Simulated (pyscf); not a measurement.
**H₂Ge=GeH–GeH₃, singlet**

Gas-phase minimum from PySCF at ωB97X-D3(BJ)/def2-SVP, one conformer. H₂Ge=GeH–GeH₃ may be a fragile minimum: a first optimisation, from another start, lost the drawn bonds. 

```
Ge
H 1 1.5363
Ge 1 2.2292 2 115.85
H 3 1.5344 1 121.88 2 -37.81
H 3 1.5346 4 110.81 1 146.21
Ge 1 2.3947 2 115.25 3 137.97
H 6 1.5358 1 107.82 2 -165.22
H 6 1.5366 7 109.50 1 -122.03
H 6 1.5372 7 108.97 8 -118.51
```
Charge 0, spin multiplicity 1.

Properties at ωB97X-D3(BJ)/def2-SVP:

| Item | Result |
|---|---|
| Harmonic wavenumbers, unscaled | 59, 89, 197, 266, 347, 399, 443, 476, 505, 516, 680, 825, 880, 900, 909, 2168, 2180, 2180, 2184, 2189, 2195 cm⁻¹ |
| Zero-point energy | 29.4 kcal/mol |
| Rotational symmetry number | 1 |
| Entropy of this conformer at 298 K and 1 atm, rigid rotor and harmonic oscillator, modes under 100 cm⁻¹ raised to 100 | 366.5 J/(mol K) |
| Dipole moment | 0.17 D |

Single-point totals, which compare only within one level:

| level | total energy (hartree) |
|---|---|
| ωB97X-D3(BJ)/def2-TZVP | -6234.46185 |
| PBE/def2-TZVP | -6233.62874 |
| r²SCAN/def2-TZVP | -6234.55669 |
| B3LYP-D3(BJ)/def2-TZVP | -6234.74629 |
| PBE0-D3(BJ)/def2-TZVP | -6233.80134 |
| M06-2X/def2-TZVP | -6234.56916 |
| ωB97M-D3(BJ)/def2-TZVP | -6234.63797 |

Soft torsions are taken as harmonic, which can shift the entropy by several J/(mol K). Elements up to Kr have no core potential and no relativistic terms here.
